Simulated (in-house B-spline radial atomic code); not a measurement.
Pd. Computed with a B-spline radial atomic code. Model: all-electron spherical atom, spin shells full or empty, radial basis limit, no spin-orbit coupling, Breit or QED, empty-state partial waves extrapolated as (l+1/2)^-4, RPA, G0W0 and static COHSEX of the highest shell as one setting changes (uncorrelated shells keep exact exchange).

Given: element Pd; charge 0; filled core Kr; hamiltonian one-electron scalar X2C; mean-field start PBE0; highest l of empty states 9; nuclear rms radius 4.5318 fm; highest mean-field shell 4d.

Shell: 4d 5 5 (electrons up and down).

| lowest nl shells left uncorrelated | RPA correlation energy (hartree) | G0W0 level (eV) | G0W0 minus most complete (meV) | COHSEX level (eV) | linearised minus solved G0W0 (meV) |
| --- | --- | --- | --- | --- | --- |
| 0 | -3.5147 | -8.1992 | 0 | -12.249 | -182.6 |
| 1 | ? | ? | ? | ? | ? |
| 2 | -3.1566 | -8.1974 | 1.9 | -12.246 | -182.1 |
| 3 | -2.6169 | -8.1927 | 6.5 | -12.251 | -180.9 |
| 4 | ? | ? | ? | ? | ? |
| 5 | -1.9232 | -8.1762 | 23 | -12.2 | -176.4 |
| 6 | -1.133 | -8.1294 | 69.8 | -12.042 | -164.9 |
| 7 | -0.9781 | -8.129 | 70.2 | -12.024 | -164.4 |
| 8 | -0.54539 | -8.2393 | -40 | -12.134 | -201.9 |

What follows for lowest nl shells left uncorrelated = 4?

RPA correlation energy -2.4396 hartree; G0W0 level -8.1892 eV; G0W0 minus most complete 10.1 meV; COHSEX level -12.24 eV; linearised minus solved G0W0 -180 meV.

What follows for lowest nl shells left uncorrelated = 1?

RPA correlation energy -3.3464 hartree; G0W0 level -8.1992 eV; G0W0 minus most complete 0.1 meV; COHSEX level -12.249 eV; linearised minus solved G0W0 -182.6 meV.
